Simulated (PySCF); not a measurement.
C₂H₅Cl₂Si, SMILES [CH2][Si](C)(Cl)Cl, multiplicity 2.

Geometry optimised at PBE-D3(BJ)/def2-SVP. The isomer is the one that the SMILES or the coordinates give; other isomers of the formula were not compared.

The numbers are results of SMD-B3LYP/6-31G* (PySCF), not measurements.

Solvation free energies are E(SMD) − E(gas) at the gas-phase geometry, for 1 M in both phases. In vacuum the dipole moment is 2.92 D.

Computed solvation free energies in water, diethylether, dimethylsulfoxide:
| solvent | ΔG(solv) (kcal/mol) | its non-electrostatic (CDS) part | dipole (D) |
|---|---|---|---|
| water | -0.2 | 4.3 | 3.79 |
| diethylether | -4.3 | -1.2 | 3.51 |
| dimethylsulfoxide | -3.3 | 1.1 | 3.78 |
